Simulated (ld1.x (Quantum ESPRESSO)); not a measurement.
**Logarithmic derivatives: Gd, PAW**

ld1.x (Quantum ESPRESSO) 7.5 input, shortened:

```
&input
   title='Gd', zed=64., rel=1, dft='PBE', iswitch=3,
   config='[Xe] 4f7 5d1 6s1.75 6p0'
 /
 &inputp
   pseudotype=3, lpaw=.true., tm=.true., lloc=-1, rcloc=3.00,
   nlcc=.true., new_core_ps=.true., rcore=1.00,
   which_augfun='BESSEL', rmatch_augfun=0.85
 /
8
5S  1  0   2.00   0.00  2.05  2.35  0.0
6S  2  0   1.75   0.00  2.05  2.35  0.0
5P  2  1   6.00   0.00  2.05  2.35  0.0
6P  3  1   0.00   0.00  2.05  2.35  0.0
5D  3  2   1.00   0.00  2.75  3.40  0.0
5D  3  2   0.00   0.15  2.75  3.40  0.0
4F  4  3   7.00   0.00  0.90  1.05  0.0
4F  4  3   0.00  -0.40  0.90  1.05  0.0
 &test
   configts(1)='4f7 5s2 5p6 5d1 6s1.75 6p0'
 /
```

The phase is arctan(r·u′/u) with u = r·R(r), unwrapped; energies in Ry, scanned from -6 to 5 Ry. A pole is an energy at which the radial function vanishes at the test radius. The pseudo phase is shifted by a multiple of π to meet the all-electron one at the reference energy, and phase errors are pseudo minus all-electron; the curves can meet again beyond the range given. Levels narrower than the energy grid can be missing from the lists of poles. n/a: not evaluated, since a narrow level or a reset projector energy made the automatic matching unsafe.

| channel | radius (bohr) | reference energy (Ry) | poles, all-electron | poles, pseudo | unbroken range about the reference energy with phases within 0.05 rad | phase error 1 Ry above the reference energy (rad) |
| --- | --- | --- | --- | --- | --- | --- |
| s | 3.71 | -0.39 | 0.63 | 0.63, 4.22 | n/a | n/a |
| p | 3.71 | -0.17 | -2.09, 1.48 | -2.09, 1.47 | below 3.0 | -0.001 |
| d | 3.71 | -0.29 | -0.01, 3.08 | -0.01, 3.00 | below 4.3 | -0.001 |
| f | 3.71 | -0.75 | 1.98 | 2.00 | n/a | n/a |

Phases in the d channel:

```
E (Ry)  all-electron  pseudo
 -6.00         1.459   1.459
 -5.74         1.456   1.456
 -5.48         1.453   1.453
 -5.22         1.450   1.450
 -4.96         1.447   1.447
 -4.70         1.444   1.444
 -4.44         1.440   1.440
 -4.18         1.435   1.435
 -3.92         1.431   1.431
 -3.66         1.425   1.425
 -3.40         1.420   1.420
 -3.14         1.413   1.413
 -2.88         1.405   1.405
 -2.62         1.396   1.396
 -2.36         1.386   1.386
 -2.10         1.373   1.373
 -1.84         1.357   1.357
 -1.58         1.336   1.336
 -1.32         1.306   1.306
 -1.06         1.259   1.259
 -0.80         1.168   1.168
 -0.54         0.874   0.874
 -0.28        -0.969  -0.971
 -0.02        -1.566  -1.567
  0.24        -1.720  -1.720
  0.50        -1.833  -1.833
  0.76        -1.983  -1.984
  1.02        -2.295  -2.300
  1.28        -3.162  -3.186
  1.54        -4.063  -4.081
  1.80        -4.382  -4.393
  2.06        -4.519  -4.527
  2.32        -4.595  -4.603
  2.58        -4.645  -4.654
  2.84        -4.683  -4.692
  3.10        -4.714  -4.725
  3.36        -4.742  -4.756
  3.62        -4.770  -4.787
  3.88        -4.799  -4.824
  4.14        -4.834  -4.871
  4.40        -4.880  -4.943
  4.66        -4.950  -5.078
  4.92        -5.080  -5.441
```
